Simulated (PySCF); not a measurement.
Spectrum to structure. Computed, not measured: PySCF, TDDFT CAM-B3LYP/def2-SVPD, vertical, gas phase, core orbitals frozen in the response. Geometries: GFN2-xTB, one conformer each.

| state | E (eV) | f |
| --- | --- | --- |
| S1 | 4.73 | 0.021 |
| S2 | 5.46 | 0.0021 |
| S3 | 5.63 | 0.120 |
| S4 | 5.78 | 0.0004 |
| S5 | 6.02 | 0.126 |
| S6 | 6.55 | 0.045 |
| S7 | 6.64 | 0.117 |
| S8 | 6.69 | 0.228 |

Orbital energies (eV): HOMO-3 -9.62, HOMO-2 -9.20, HOMO-1 -8.74, HOMO -7.80, LUMO 0.25, LUMO+1 0.74, LUMO+2 1.01.

Question: Which structure fits? All have the formula C5H9NOSi.
A. `C=C1[SiH2][C@@H]1NC(C)=O`
B. `O=CN[C@@H]1C=C[SiH2]C1`
C. `N#CC/C=C\CO[SiH3]`

Answer: A. Its S1, at 4.73 eV, is the lowest among the candidates; the nearest of the others has S1 at 5.78 eV. S1 is HOMO→LUMO (92%). Löwdin shares by element: HOMO nitrogen 27%, carbon 20% or more, silicon 16%, oxygen 11% (atoms not listed hold the other 26%); LUMO carbon 61% or more, silicon 15% (atoms not listed hold the other 24%). At the same level the other candidates give, for their lowest levels:
- `O=CN[C@@H]1C=C[SiH2]C1`: 5.78 eV (f 0.004); 6.41 eV (f 0.149); 6.79 eV (f 0.003); 6.94 eV (f 0.068); 7.01 eV (f 0.065); T1 4.36 eV; HOMO -8.78, LUMO 0.59 eV
- `N#CC/C=C\CO[SiH3]`: 6.99 eV (f 0.359); 7.17 eV (f 0.001); 7.24 eV (f 0.016); 7.31 eV (f 0.002); 7.42 eV (f 0.008); T1 4.26 eV; HOMO -9.23, LUMO 0.59 eV

The values belong to the conformer `[CH2:1]=[C:2]1[SiH2:3][C@@H:4]1[NH:5][C:6]([CH3:7])=[O:8]`: Si3–C4–N5–C6 128°, C4–N5–C6–C7 180°.
Triplets come from the Tamm–Dancoff approximation.
